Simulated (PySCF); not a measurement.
FH2ISi. Atoms are numbered in the order given.

```xyz
5

Si     0.5195     1.5058     0.0000
F     -0.8268     2.3672     0.0000
I     -0.0446    -0.8684     0.0000
H      1.2672     1.8193     1.2279
H      1.2672     1.8193    -1.2279
```

Geometry optimised at B3LYP-D3(BJ)/def2-TZVP. The def2 effective core potentials stand for the cores of I; spin–orbit coupling is left out.

Method: ωB97X/def2-TZVPD (PySCF).

Mulliken values depend strongly on the basis, most of all with diffuse functions as here. ESP charges are fitted to the potential on shells at 1.4 to 2.0 van der Waals radii. Atomic charges (e):

| atom | ESP fit | Mulliken |
|---|---|---|
| Si1 | … | 0.40 |
| F2 | … | -0.23 |
| I3 | … | -0.04 |
| H4 | … | -0.07 |
| H5 | … | -0.07 |

**Question.** Fill in the missing entries. (An estimate is asked for; the answer gives what the named calculation found.)

**Answer.** 
- Si1, ESP fit: 0.09
- F2, ESP fit: -0.14
- I3, ESP fit: -0.05
- H4, ESP fit: 0.05
- H5, ESP fit: 0.05
